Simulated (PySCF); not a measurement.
trisilylamine cation (H₉NSi₃), SMILES [SiH3]N([SiH3])[SiH3] (connectivity only; charge and spin as stated), charge +1, multiplicity 2.

Geometry optimised at PBE-D3(BJ)/def2-SVP. The spin state was assumed, not searched.

The numbers are results of PySCF with r2SCAN/def2-TZVP, not measurements.

Isolated molecule, no solvent.

```json
{
  "total_energy": "-928.29775 hartree",
  "α spin, highest occupied and lowest empty level": "-12.85 and -6.00 eV",
  "β spin, highest occupied and lowest empty level": "-13.41 and -10.92 eV",
  "dipole_moment_about_the_centre_of_nuclear_charge": "0.00 D",
  "mean_static_polarisability": "92.3 bohr³ (13.68 Å³)",
  "polarisability_principal_values": "71.4, 102.7, 102.7 bohr³",
  "⟨S²⟩": "0.759 (pure state 0.75)"
}
```
